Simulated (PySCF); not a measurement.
ErCl3(H2O) at several levels of theory

Computed with PySCF 2.14.0 (density fitting, no spin-orbit coupling) at the geometry relaxed with B3LYP:

```xyz
7
ErCl3(H2O) (singlet in the valence; each metal's 4f electrons, 11 of them, lie in its core potential, out of spins and levels)
Er   -0.0140   -0.0316    0.0316
Cl    1.1141    1.8340    1.2128
Cl   -1.7102   -1.3030    1.3030
Cl    1.1141   -1.2128   -1.8340
O    -1.3286    1.3412   -1.3412
H    -1.5988    2.2513   -1.1430
H    -1.5988    1.1430   -2.2513
```

```
 level                                                               basis    state  HOMO (eV)  gap (eV)  charge on Er1 (e)  population of f-type functions on Er1 (polarisation alone where 4f lies in the core)  dipole about the centre of mass (D)  largest force component (eV/Å)
 B3LYP      Er lcecp-1-SVP with ECP57, Cl def2-SVP, O def2-SVP, H def2-SVP  singlet      -8.05      6.32               0.76                                                                                  0.04                                 6.15                            0.01
 wB97X                                                            the same  singlet     -10.79     11.24               0.85                                                                                  0.05                                 6.28                            0.15
  BLYP                                                            the same  singlet      -6.75      4.56               0.60                                                                                  0.04                                 6.05                            0.40
revPBE                                                            the same  singlet      -6.97      4.88               0.72                                                                                  0.04                                 6.06                            0.30
 B3LYP  Er lcecp-1-TZVP with ECP57, Cl def2-TZVP, O def2-TZVP, H def2-TZVP  singlet      -8.26      6.27               1.35                                                                                  0.05                                 6.12                            0.24
```

In the lcecp rows the 4f levels are missing from HOMO and gap, and the state counts the valence alone.

Charges are Mulliken's, which hang on the basis. The relaxation used the grid (50, 194), these runs (75, 302) or, all-electron (x2c bases, spin-free X2C Hamiltonian), (99, 590).

What does BP86 with Er lcecp-1-SVP with ECP57, Cl def2-SVP, O def2-SVP, H def2-SVP give here?

state singlet, HOMO (eV) -7.09, gap (eV) 4.97, charge on Er1 (e) 0.66, population of f-type functions on Er1 (polarisation alone where 4f lies in the core) 0.04, dipole about the centre of mass (D) 6.09, largest force component (eV/Å) 0.36. Time: 8.2 s on 2 threads of AMD EPYC 7R43 64-Core Processor (Zen 3), with other jobs on the host, from an already converged density.

In the first row's basis the gap widens with exact exchange: 4.6 to 5.0 eV for BLYP, revPBE, BP86 (none); 6.3 eV for B3LYP (a fixed share); 11.2 eV for wB97X (rising or full at long range).

A frequency check found unstable modes (1, the lowest at -13 cm⁻¹), so the relaxed geometry is a saddle point, or these are noise. An lcecp potential fixes the number of 4f electrons, so in runs with it no electron can move into or out of that shell.
